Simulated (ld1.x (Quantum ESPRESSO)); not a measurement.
The numbers below are computed, except where a source is named.
## Potentials for Mo (Z = 42) compared

Generated with ld1.x 7.5 (TM, RRKJ, ultrasoft, PAW), atompaw 4.2 or ONCVPSP 4.0.1. The cutoff is in Ry: for ld1.x and atompaw files where the sum of valence levels is converged to 10 mRy in a Bessel basis, for ONCV files where the hardest occupied wave has 1 mHa per electron of residual kinetic energy. The error is the largest all-electron minus pseudo excitation energy over each file’s own four to seven test configurations (ionisations up to +4, promotions, holes and added fractions of an electron), all of which were solved. The labels leave out finer settings (local radius, basis sizes, second energies), which also bear on the numbers. Spin-polarised tests are not counted. The rows are a selection from randomly drawn settings: files with unsolved tests, undetermined cutoffs or missed reference levels are left out.

A true bound ghost makes a file unfit for plane-wave use even where its test errors are small: the radial tests pick states by their node count and pass the ghost by.

| potential | cutoff (Ry) | largest error (meV) | bound ghosts |
| --- | --- | --- | --- |
| TM semilocal, PBE, scalar-relativistic, rc 3.30/3.80/2.35 (spd), local s, core correction yes, reference 4d6 5s0 5p0 | 35 | -192 | none |
| TM, PBE, scalar-relativistic, rc 2.40/3.30/2.20 (spd), local smoothed, core correction yes, reference 4d5 5s1 5p0 | 35 | -491 | none |
| TM, LDA (PZ), scalar-relativistic, rc 2.70/2.95/1.85 (spd), local s, core correction no, reference 4d4 5s0 5p0 | 40 | -87 | none |
| TM, LDA (PZ), scalar-relativistic, rc 3.10/1.05/1.55 (spd), local smoothed, core correction no, reference 4p6 4d5 5s1 5p0 | 110 | -178 | p, s |

Question: Fill in the row for Mo: ultrasoft, Wu–Cohen, scalar-relativistic, rc 2.85/1.80/2.15 (spd), local smoothed, core correction yes, reference 4p6 4d4 5s0 5p0.

Answer: cutoff 25 Ry, largest error -445 meV, bound ghosts: s.

Question: Fill in the row for Mo: TM, PBEsol, scalar-relativistic, rc 2.40/4.10/2.40/3.80 (spdf), local smoothed, core correction no, reference 4d5.5 5s0.5 5p0.

Answer: cutoff 35 Ry, largest error -320 meV, bound ghosts: none.
